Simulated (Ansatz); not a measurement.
`C[O][Ga]([OH])[O]C`, relaxed with RKS PBE0-D4/def2-TZVP in the Gaussian-basis code of Ansatz from a GFN2-xTB geometry. The force threshold is 0.005 eV/Å; the program also tests the step.

The species carries charge 0 and has multiplicity 1.

Start:

```xyz
13

C     2.038    1.047    1.126
O     0.827    0.372    0.831
Ga    0.074    0.136   -0.750
O     0.793    0.744   -2.218
O    -1.449   -0.738   -0.878
C    -2.252   -1.329    0.129
H     1.815    1.884    1.793
H     2.532    1.430    0.230
H     2.710    0.347    1.630
H     0.326    0.571   -3.035
H    -2.392   -2.384   -0.120
H    -3.222   -0.825    0.142
H    -1.800   -1.255    1.120
```

How much energy does the relaxation release, and in how many steps? (Best estimate.)

The calculation gave: 5.47 kJ/mol, in 7 steps.

Which bonds change most? (Estimate.)

Computed: Ga3–O4 from 1.744 to 1.774 Å; C1–O2 from 1.418 to 1.410 Å; Ga3–O5 from 1.761 to 1.768 Å; O5–C6 from 1.417 to 1.411 Å.

Give the relaxed structure. (An estimate is asked.)

The calculation gave: 
```xyz
13

C     1.942    0.993    1.087
O     0.728    0.314    0.855
Ga    0.040    0.119   -0.761
O     0.890    0.794   -2.166
O    -1.487   -0.750   -0.956
C    -2.189   -1.293    0.141
H     1.766    1.844    1.752
H     2.409    1.370    0.170
H     2.651    0.319    1.577
H     0.433    0.632   -2.994
H    -2.333   -2.367   -0.015
H    -3.176   -0.824    0.214
H    -1.673   -1.152    1.096
```
